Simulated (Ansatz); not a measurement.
Cl$_{3}$FSW (`[F][W](=[S])([Cl])([Cl])[Cl]`), 6 atoms. Total charge 0; spin multiplicity 1. Correlated methods include outer-core shells of W, which these sets cover unevenly. W takes the def2 core potential. All runs use 4 threads of an Arm Neoverse V1 on a shared host. Correlated methods freeze the cores.

How many basis functions does each run have, and how long does it take in Ansatz? RHF-CCSD(T)/def2-SVP energy; RKS ωB97M-V/def2-SVP energy; RKS B97M-V/def2-TZVPP energy; RHF-MP2/def2-QZVPP energy; RHF-CCSD(T)/def2-TZVPP energy; direct RPA on PBE orbitals/def2-TZVPP energy; RKS ωB97M-V/def2-QZVPP energy; RKS ωB97X-V/def2-TZVPP energy; RKS PBE0-D4/def2-QZVPP energy; RKS PBE-QIDH (frozen core)/def2-TZVPP energy; RKS PBE0-D4/def2-TZVP relaxation (5 steps); RKS B3LYP-D4/def2-TZVPP energy and forces. (Best estimate.)

The calculation gave: Other jobs shared the machine, so times are rough.

```tsv
level	job	functions	wall time	peak host memory (GiB)
direct RPA on PBE orbitals/def2-TZVPP	energy	255	11 s	0.72
RKS B3LYP-D4/def2-TZVPP	energy and forces	255	11 s	1.1
RKS ωB97M-V/def2-SVP	energy	118	11 s	0.54
RKS PBE-QIDH (frozen core)/def2-TZVPP	energy	255	13 s	0.78
RKS PBE0-D4/def2-QZVPP	energy	418	15 s	2.2
RKS B97M-V/def2-TZVPP	energy	255	16 s	0.57
RHF-CCSD(T)/def2-SVP	energy	118	16 s	0.62
RKS ωB97X-V/def2-TZVPP	energy	255	17 s	1.2
RKS ωB97M-V/def2-QZVPP	energy	418	34 s	2.5
RKS PBE0-D4/def2-TZVP	relaxation (5 steps)	219	36 s	0.82
RHF-MP2/def2-QZVPP	energy	418	38 s	2.2
RHF-CCSD(T)/def2-TZVPP	energy	255	7.9 min	6
```

B3LYP here is the variant with VWN-RPA as its local correlation; programs differ in this.
